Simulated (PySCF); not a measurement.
In(F)(vinyl)2 (C4H6FIn), SMILES C=[CH][In]([F])[CH]=C.

Geometry: PBE-D3(BJ)/def2-SVP. The def2 effective core potentials stand for the cores of In; spin–orbit coupling is left out. One conformer was computed; it need not be the lowest.

These are PySCF with C-PCM-ωB97X/def2-SVP values and carry that method's errors.

The values are the electrostatic part of the solvation free energy, E(continuum) − E(gas) at the gas-phase geometry, in a cavity of scaled van der Waals radii (PySCF's table); cavitation and dispersion terms are not included. A continuum can't describe solvent molecules that bind to the metal. In vacuum the orbital gap is 10.33 eV. The dipole moment in vacuum is 3.46 D.

Computed values in water (ε = 78.36), n-hexane (ε = 1.88), tetrahydrofuran (ε = 7.43):
```csv
solvent,ε,ΔG(elec) (kcal/mol),dipole (D),gap (eV)
water,78.36,-8.9,4.41,10.48
n-hexane,1.88,-4.0,3.84,10.40
tetrahydrofuran,7.43,-7.6,4.26,10.46
```
